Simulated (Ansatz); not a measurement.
`O[Si](F)([SiH3])Cl` + H₂S → `O[Si]([SiH3])(S)Cl` + H–F  (ligand exchange at the Si–F bond)

Program: Ansatz. Geometries: PBE0-D4/def2-TZVP. ΔE: electronic, gas phase. CCSD(T)/CBS adds triple-zeta CCSD(T) − MP2 to the extrapolated MP2 energy (def2 sets, frozen cores). This one scheme is used for every species. DFT in def2-TZVPP. B3LYP here is the variant with VWN-RPA as its local correlation; programs differ in this. Each species was taken in one conformer, which may not be the lowest.

Is it downhill or uphill in electronic energy at CCSD(T)/CBS, and by how much? (An estimate is asked.)

Ansatz gave: Uphill: ΔE = +0.86 eV.

What do these levels give: LDA (SPW92), BLYP-D4, r2SCAN-D4, B97M-V, B3LYP-D4, ωB97X-V, revPBE, r2SCAN, B3LYP, BHLYP, MP2/def2-SVP, CCSD/def2-SVP? (Estimate.)

Computed: LDA (SPW92) 0.82, BLYP-D4 0.89, r2SCAN-D4 0.90, B97M-V 0.96, B3LYP-D4 0.91, ωB97X-V 0.94, revPBE 0.83, r2SCAN 0.92, B3LYP 1.03, BHLYP 1.08, MP2/def2-SVP 0.90, CCSD/def2-SVP 0.97 eV.

What do rigid-rotor, harmonic-oscillator terms from PBE0-D4/def2-TZVP frequencies (298.15 K, 1 bar) make of the CCSD(T)/CBS value? (Estimate.)

The calculation gave: ΔZPE = +0.03 eV, ΔH = +0.91 eV, ΔS = -10 J/(mol·K), ΔG = +0.94 eV.

Largest T1 diagnostic among the species: 0.012.

Leaving LDA and LC-ωPBE aside and taking each functional with its dispersion term where it has one, the values, not all of them listed here, spread over 0.31 eV, from revPBE-D4 to CAM-B3LYP-D4. At CCSD(T), def2-SVP lies +0.08 eV from the extrapolated value and def2-TZVPP +0.05 eV.
